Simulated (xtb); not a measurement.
Br₄Zr (SMILES [Br][Zr]([Br])([Br])[Br]), singlet, geometry from GFN2-xTB (such geometries of metal compounds can be far from the true shape); GFN2-xTB in xtb.

Input for xtb:
```
$ xtb mol.xyz --gfn 2 --ohess --json

# file mol.xyz
5

Zr     0.00000000     0.00000000     0.00000000
Br     1.95511769    -0.53272077    -1.43766626
Br     0.75325476     0.28348401     2.35061799
Br    -1.05976936     2.10397017    -0.78953105
Br    -1.64860309    -1.85473341    -0.12342069
```

### Question
Write the output that xtb gives for this input, abridged.

### Answer

```
   ID    Z sym.   atoms
    1   40 Zr     1
    2   35 Br     2-5

           -------------------------------------------------
          |                Calculation Setup                |
           -------------------------------------------------

           -------------------------------------------------
          |                 G F N 2 - x T B                 |
           -------------------------------------------------

          ...................................................
          :                      SETUP                      :
          :.................................................:
          :  # basis functions                  50          :
          :  # atomic orbitals                  45          :
          :  # shells                           15          :
          :  # electrons                        32          :
          :  max. iterations                   250          :
          :  Hamiltonian                  GFN2-xTB          :
          :  restarted?                      false          :
          :  GBSA solvation                  false          :
          :  PC potential                    false          :
          :  electronic temp.          300.0000000     K    :
          :  accuracy                    1.0000000          :
          :  -> integral cutoff          0.2500000E+02      :
          :  -> integral neglect         0.1000000E-07      :
          :  -> SCF convergence          0.1000000E-05 Eh   :
          :  -> wf. convergence          0.1000000E-03 e    :
          :  Broyden damping             0.4000000          :
          :  net charge                          0          :
          :  unpaired electrons                  0          :
          ...................................................

 iter      E             dE          RMSdq      gap      omega  full diag
   1    -18.1169453 -0.181169E+02  0.623E+00    1.35       0.0  T
   2    -18.2406827 -0.123737E+00  0.784E+00    3.56       1.0  T
   3    -18.2689773 -0.282946E-01  0.623E+00    3.11       1.0  T
   4    -18.2313635  0.376137E-01  0.521E+00    1.68       1.0  T
   5    -18.2869478 -0.555842E-01  0.480E-01    2.54       1.0  T
   6    -18.2870804 -0.132645E-03  0.197E-01    2.51       1.0  T
   7    -18.2871166 -0.362266E-04  0.420E-02    2.49       1.1  T
   8    -18.2871178 -0.119522E-05  0.599E-03    2.49       7.5  T
   9    -18.2871179 -0.462302E-07  0.297E-03    2.49      15.1  T
  10    -18.2871179 -0.141076E-07  0.310E-04    2.49     144.1  T
  11    -18.2871179 -0.111051E-09  0.164E-04    2.49     272.0  T

   *** convergence criteria satisfied after 11 iterations ***

         :::::::::::::::::::::::::::::::::::::::::::::::::::::
         ::                     SUMMARY                     ::
         :::::::::::::::::::::::::::::::::::::::::::::::::::::
         :: total energy             -18.239208293017 Eh    ::
         :: gradient norm              0.000000449743 Eh/a0 ::
         :: HOMO-LUMO gap              2.485055384826 eV    ::
         ::.................................................::
         :: SCC energy               -18.287110291085 Eh    ::
         :: -> isotropic ES            0.048559703915 Eh    ::
         :: -> anisotropic ES          0.007179829571 Eh    ::
         :: -> anisotropic XC         -0.009973597156 Eh    ::
         :: -> dispersion             -0.006297216451 Eh    ::
         :: repulsion energy           0.047901998069 Eh    ::
         :: add. restraining           0.000000000000 Eh    ::
         :: total charge              -0.000000000000 e     ::
         :::::::::::::::::::::::::::::::::::::::::::::::::::::

      -----------------------------------------------------------
     |                   =====================                   |
     |                        A N C O P T                        |
     |                   =====================                   |
[...]
 * total energy  :   -18.2392083 Eh     change       -0.4595435E-10 Eh
   *** GEOMETRY OPTIMIZATION CONVERGED AFTER 1 ITERATIONS ***
         :: total energy             -18.239208293063 Eh    ::
[...]
It seems to be the Td point group
   9:  0.00  10:  0.00  11:  0.00  12:  0.00  13:  0.00  14:  0.00  15:  0.00
 output can be read by thermo (or use thermo option).
 writing <g98.out> molden fake output.
 recommended (thermochemical) frequency scaling factor: 1.0
           -------------------------------------------------
          |             Thermodynamic Functions             |
           -------------------------------------------------

td  symmetry found (for desy threshold:  0.10E+00) used in thermo

          ...................................................
          :                      SETUP                      :
          :.................................................:
          :  # frequencies                           9      :
          :  # imaginary freq.                       0      :
          :  linear?                             false      :
          :  only rotor calc.                    false      :
          :  symmetry                               td      :
          :  rotational number                      12      :
          :  scaling factor                  1.0000000      :
          :  rotor cutoff                   50.0000000 cm⁻¹ :
          :  imag. cutoff                  -20.0000000 cm⁻¹ :
          :.................................................:

    mode    ω/cm⁻¹     T·S(HO)/kcal·mol⁻¹    T·S(FR)/kcal·mol⁻¹   T·S(vib)
   ------------------------------------------------------------------------
       1     48.86    -1.44989 ( 47.70%)    -1.06330 ( 52.30%)    -1.24769
       2     48.87    -1.44983 ( 47.71%)    -1.06327 ( 52.29%)    -1.24769
       3     48.87    -1.44982 ( 47.71%)    -1.06326 ( 52.29%)    -1.24769
       4     49.53    -1.44190 ( 49.05%)    -1.05929 ( 50.95%)    -1.24696
       5     49.53    -1.44188 ( 49.05%)    -1.05928 ( 50.95%)    -1.24696
       6    212.74    -0.60228 ( 99.70%)    -0.62756 (  0.30%)    -0.60236
   ------------------------------------------------------------------------

   temp. (K)  partition function   enthalpy   heat capacity  entropy
                                   cal/mol     cal/K/mol   cal/K/mol   J/K/mol
 298.15  VIB  0.775E+04             3717.325     14.086     26.923
         ROT  0.304E+06              888.752      2.981     28.068
         INT  0.235E+10             4606.077     17.067     54.991
         TR   0.806E+28             1481.254      4.968     43.910
         TOT                        6087.3312    22.0352    98.9008   413.8010

       T/K    H(0)-H(T)+PV         H(T)/Eh          T*S/Eh         G(T)/Eh
   ------------------------------------------------------------------------
    298.15    0.970078E-02    0.129090E-01    0.469910E-01   -0.340820E-01
   ------------------------------------------------------------------------

         :::::::::::::::::::::::::::::::::::::::::::::::::::::
         ::                  THERMODYNAMIC                  ::
         :::::::::::::::::::::::::::::::::::::::::::::::::::::
         :: total free energy         -18.273290258827 Eh   ::
         ::.................................................::
         :: total energy              -18.239208293063 Eh   ::
         :: zero point energy           0.003208227318 Eh   ::
         :: G(RRHO) w/o ZPVE           -0.037290193082 Eh   ::
         :: G(RRHO) contrib.           -0.034081965764 Eh   ::
         :::::::::::::::::::::::::::::::::::::::::::::::::::::

optimized geometry written to: xtbopt.xyz

           -------------------------------------------------
          | TOTAL ENERGY              -18.239208293063 Eh   |
          | TOTAL ENTHALPY            -18.226299285990 Eh   |
          | TOTAL FREE ENERGY         -18.273290258827 Eh   |
          | GRADIENT NORM               0.000001149994 Eh/α |
          | HOMO-LUMO GAP               2.485024458750 eV   |
           -------------------------------------------------

normal termination of xtb
```
